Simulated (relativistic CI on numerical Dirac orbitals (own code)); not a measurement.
## Cu3+ in a cubic cluster: 2p photoemission with charge transfer

Computed with a charge-transfer multiplet model of a cubic metal-ligand cluster with up to 2 ligand holes, Slater and spin-orbit integrals from Dirac-Coulomb-Breit ions, Slater integrals scaled by 0.9. The ground state mixes d8 with configurations of k ligand holes L, whose averages lie at kΔ + k(k − 1)U_dd/2; a core hole lowers each added d electron by U_cd. 20 K, Lorentzian 0.6 eV and Gaussian 0.8 eV FWHM.

Atomic integrals in eV (Slater integrals scaled, ζ unscaled), ground: F2dd 12.450, F4dd 7.768, zeta_d 0.110; with the core hole: F2dd 13.965, F4dd 8.759, zeta_d 0.150, zeta_core 13.370, F2cd 8.509, G1cd 6.600, G3cd 3.757.

Cluster parameters (eV): Δ = -1.6, U_dd = 6.6, 10Dq = 1, 10Dq(ligand) = 0.9, V(eg) = 2.4, V(t2g) = -1.15, final-state hopping factor = 0.8.

Weights, n_d and S are thermal averages at 20 K. Binding energies count from the first peak over 30 % of the highest in each spectrum, which can be another peak from case to case. The parameters are a model scan and need not match a compound or its usual spin state. Peaks in eV (height, largest 100): 0.0 (100), 7.1 (30), 11.0 (7), 12.4 (8), 13.5 (7), 20.2 (47), 26.1 (27), 33.8 (7).

Task: Which parameters give this spectrum?
A. U_cd = 7.8 eV
B. U_cd = 8.4 eV
C. U_cd = 9.6 eV
D. U_cd = 9 eV
E. U_cd = 6.6 eV

Result: A. U_cd = 7.8 eV; the ground state then has 8.70 d electrons and S = 1.00. The choice follows from running the model for each set and comparing peak positions and heights.
